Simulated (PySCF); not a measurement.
**Vertical excitation energies**

Compound: C2H7FOSi2.
Z-matrix (Å and degrees, PBE0-D3(BJ)/def2-SVP geometry), rows numbered from 1:
```
C 
C   1  1.3383
Si  2  1.8610  1  122.75
O   3  1.6708  2  110.30  1  -123.45
Si  4  1.6361  3  145.32  2   -21.53
F   5  1.6248  4  108.73  3     3.98
H   1  1.0959  2  122.17  3  -179.57
H   1  1.0965  2  121.85  3     0.48
H   2  1.0980  1  118.52  3  -179.61
H   3  1.4933  2  111.41  1   117.36
H   3  1.4911  2  109.26  1    -4.17
H   5  1.4846  4  110.03  3  -113.37
H   5  1.4836  4  110.13  3   121.79
```

Method used: TDDFT B3LYP/def2-SVPD, vertical, gas phase, core orbitals frozen in the response in PySCF 2.14.0, density-fitted response routines.

```json
{"state": "S1", "E (eV)": "6.35", "λ (nm)": "195.3", "f": "0.0033", "main configurations (H = HOMO, L = LUMO)": "H-1→L (62%), H-2→L (36%)"}
{"state": "S2", "E (eV)": "6.63", "λ (nm)": "187.1", "f": "0.068", "main configurations (H = HOMO, L = LUMO)": "H-2→L (43%), H→L (34%), H-1→L (18%)"}
{"state": "S3", "E (eV)": "6.97", "λ (nm)": "177.9", "f": "0.203", "main configurations (H = HOMO, L = LUMO)": "H→L (44%), H-2→L (19%), H-1→L (16%)"}
{"state": "S4", "E (eV)": "7.35", "λ (nm)": "168.6", "f": "0.030", "main configurations (H = HOMO, L = LUMO)": "H→L+1 (52%), H→L+2 (34%), H→L+3 (9%)"}
{"state": "S5", "E (eV)": "7.47", "λ (nm)": "166.0", "f": "0.070", "main configurations (H = HOMO, L = LUMO)": "H→L+2 (46%), H→L+1 (22%), H→L (10%)"}
{"state": "S6", "E (eV)": "7.62", "λ (nm)": "162.7", "f": "0.012", "main configurations (H = HOMO, L = LUMO)": "H-1→L+1 (82%)"}
```

The lowest singlet comes at 195 nm (613 kJ/mol) in the vacuum ultraviolet; it is very weak; its leading configuration is HOMO-1→LUMO (62%). The most intense listed level is S3 at 6.97 eV (178 nm, f = 0.203), 0.62 eV above S1. Löwdin shares by element: HOMO carbon 75%, silicon 7% or more (atoms not listed hold the other 18%); LUMO carbon 64%, silicon 11% or more, hydrogen 5% or more (atoms not listed hold the other 19%). The oscillator strengths of these states sum to 0.386; summed over the whole spectrum of an exact calculation they would give the number of electrons, 64 (Thomas–Reiche–Kuhn). Weighted by f, the mean energy of these states is 7.04 eV. Orbital energies (eV): HOMO-3 -9.59, HOMO-2 -8.73, HOMO-1 -8.47, HOMO -7.96, LUMO -0.97, LUMO+1 0.14, LUMO+2 0.22. Only the lowest 6 singlets were computed, as vertical energies without vibronic structure.

One conformer stands for the species.
